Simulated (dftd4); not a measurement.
C$_{3}$H$_{7}$S (SMILES C[C](C)S), doublet, geometry from GFN2-xTB; D4 for bp86 (dftd4).

Here is a job for dftd4.
```
$ dftd4 mol.xyz --func bp86 --charge 0 --json dftd4.json --noedisp

# file mol.xyz
11

C      1.33343130    -1.05181077     0.06783991
C      0.02610474    -0.35944065     0.20859558
C     -1.23720516    -1.13468848     0.08929924
S      0.01194070     1.34082542    -0.16796223
H      1.46068380    -1.49000073    -0.92928836
H      1.40513931    -1.86598336     0.79053741
H      2.15343639    -0.35722298     0.23728319
H     -2.07728088    -0.59270601     0.52510079
H     -1.48977413    -1.34989668    -0.95639772
H     -1.13132823    -2.08851022     0.60459467
H     -1.24591292     1.56675262     0.22115735
```

**Question.** Predict the main parts of the log of this dftd4 run.

**Answer.** 
```
                    ____  _____ _____     ____  _  _
      -------------|  _ \|  ___|_   _|---|  _ \| || |------------
     |             | | | | |_    | | ___ | | | | || |_           |
     |             | |_| |  _|   | ||___|| |_| |__   _|          |
     |             |____/|_|     |_|     |____/   |_|            |
     |             ===================================           |
     |            E. Caldeweyher, S. Ehlert & S. Grimme          |
     |          Mulliken Center for Theoretical Chemistry        |
     |                    University of Bonn                     |
      -----------------------------------------------------------

Rational (Becke-Johnson) damping: bp86-D4-ATM
---------------------
  s6         1.0000
  s8         3.3550
  s9         1.0000
  a1         0.4365
  a2         4.9241
 alp        16.0000
--------------------

Dispersion energy:      -1.0275067408032E-02 Eh

[Info] JSON dump of results written to 'dftd4.json'
```
